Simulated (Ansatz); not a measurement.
Isomers of CH5AsOSi, relaxed with PBE0-D4/def2-TZVP in Ansatz; electronic energies, one conformer each and not always the lowest. Functionals use def2-TZVPP; CBS adds triple-zeta CCSD(T) − MP2 to the MP2 limit of def2-TZVPP and def2-QZVPP.

Outer-core shells of As are correlated without core-valence functions. Scalar relativity is left out up to krypton. Spin–orbit coupling is left out.

Q: Order them by energy at frozen-core CCSD(T)/CBS, lowest first. (Estimate.)
A. `C1O[SiH2][AsH]1`
B. `C1O[AsH][SiH2]1`
C. `[AsH2][SiH]1CO1`
D. `O=C([SiH3])[AsH2]`

A: A (0.0 kJ/mol), C (71.9 kJ/mol), B (106.0 kJ/mol), D (147.8 kJ/mol).

Q: How do PBE0-D4, ωB97M-V, PBE-D4, r2SCAN-D4 place them (kJ/mol, against `C1O[SiH2][AsH]1`)? (Estimate.)

A: The calculation gave: 
```json
{"isomer": "`O=C([SiH3])[AsH2]`", "PBE0-D4": "147.8", "ωB97M-V": "145.3", "PBE-D4": "127.4", "r2SCAN-D4": "136.3"}
{"isomer": "`[AsH2][SiH]1CO1`", "PBE0-D4": "67.4", "ωB97M-V": "69.5", "PBE-D4": "58.0", "r2SCAN-D4": "61.1"}
{"isomer": "`C1O[AsH][SiH2]1`", "PBE0-D4": "99.5", "ωB97M-V": "101.3", "PBE-D4": "90.6", "r2SCAN-D4": "101.6"}
```
